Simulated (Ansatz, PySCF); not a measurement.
ZnBr, SMILES [Zn][Br] (connectivity only; charge and spin as stated), neutral, multiplicity 2. Atoms are numbered in the order given.

```xyz
2

Zn     0.0000     0.0000    -1.2480
Br     0.0000     0.0000     1.0602
```
Charge 0, spin multiplicity 2.

The structure is a stationary point at PBE0-D3(BJ)/def2-TZVP. The spin state was assumed, not searched.

Two levels are set side by side: PBE-D3(BJ)/def2-TZVP (Ansatz, an electronic-structure program) and PBE0-D3(BJ)/def2-TZVP (Ansatz). Each level has its own optimised geometry; the coordinates shown are those of the second. Frequencies come from the Hessian of PySCF at each geometry. Differences are taken from unrounded values.

```tsv
quantity	PBE0-D3(BJ)
bond Zn1–Br2 (Å)	2.308
highest harmonic wavenumber (cm⁻¹)	270
mean harmonic wavenumber (cm⁻¹)	270
zero-point energy (kcal/mol)	0.39
```

### Question
What does PBE-D3(BJ) give, and how far is it from PBE0-D3(BJ)? (An estimate is asked for; the answer gives what the named calculation found.)

### Answer

| quantity | PBE-D3(BJ) | PBE-D3(BJ) minus PBE0-D3(BJ) |
|---|---|---|
| bond Zn1–Br2 (Å) | 2.328 | 0.019 |
| highest harmonic wavenumber (cm⁻¹) | 255 | -16 |
| mean harmonic wavenumber (cm⁻¹) | 255 | -16 |
| zero-point energy (kcal/mol) | 0.36 | -0.02 |
